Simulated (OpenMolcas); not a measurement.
## Ionisation energies of bromine

| Property | Result |
| --- | --- |
| Program | OpenMolcas 26.06 |
| Basis | ANO-R2 [6s5p4d2f1g] |
| Scalar Hamiltonian | X2C, finite nucleus |
| Spin-orbit coupling | RASSI with atomic mean-field integrals over the reference wave functions, term energies averaged over their components |

Active shells in each charge state: the valence s, p shells, with orbitals averaged over the low states. Where CASPT2's correlated closed shells are named, they are those of the first ion.

A. CASSCF
B. SS-CASPT2, IPEA 0.25 Eh, imaginary shift 0.1 Eh (closed shells correlated: 3d)
C. SS-CASPT2, IPEA 0 Eh, imaginary shift 0.1 Eh (closed shells correlated: 3d)
D. SS-CASPT2, IPEA 0.25 Eh, imaginary shift 0.1 Eh (closed shells correlated: none)
E. SS-CASPT2, IPEA 0.25 Eh, imaginary shift 0.1 Eh (closed shells correlated: 3s 3p 3d)

Energies in eV between the lowest computed levels, named as in B; reference values from the NIST Atomic Spectra Database with their kind.

```tsv
From	To	A	B	C	D	E	Spin-orbit share in B	Reference
Br3+ 4s² 4p² ³P₀	Br4+ 4s² 4p ²P°_1/2	45.984	46.994	47.081	46.683	46.968	+0.028	47.782 (measured)
Br4+ 4s² 4p ²P°_1/2	Br5+ 4s² ¹S₀	58.449	59.592	59.675	59.206	59.575	+0.463	59.595 (measured)
Br5+ 4s² ¹S₀	Br6+ 4s ²S_1/2	86.342	87.043	87.044	86.429	87.052	+0.000	87.390 (measured)
Br6+ 4s ²S_1/2	Br7+ 3d¹⁰ ¹S₀	101.563	102.453	102.464	101.563	102.479	+0.000	103.030 (semi-empirical)
```

Steps that some method lacks are left out, and so are those with a state whose active s or d shell is doubly occupied in every root (s and p with five to eight electrons, d10) over a frozen core shell of the same l, since the two then mix freely.

Error against the reference values, in %:

```
From       Reference     A     B     C     D     E
Br3+        measured  -3.8  -1.6  -1.5  -2.3  -1.7
Br4+        measured  -1.9     0  +0.1  -0.7     0
Br5+        measured  -1.2  -0.4  -0.4  -1.1  -0.4
Br6+  semi-empirical  -1.4  -0.6  -0.5  -1.4  -0.5
```

Mean absolute error over the 3 measured values: A 1.33 eV, B 0.38 eV, C 0.38 eV, D 0.82 eV, E 0.39 eV.

° marks odd parity.
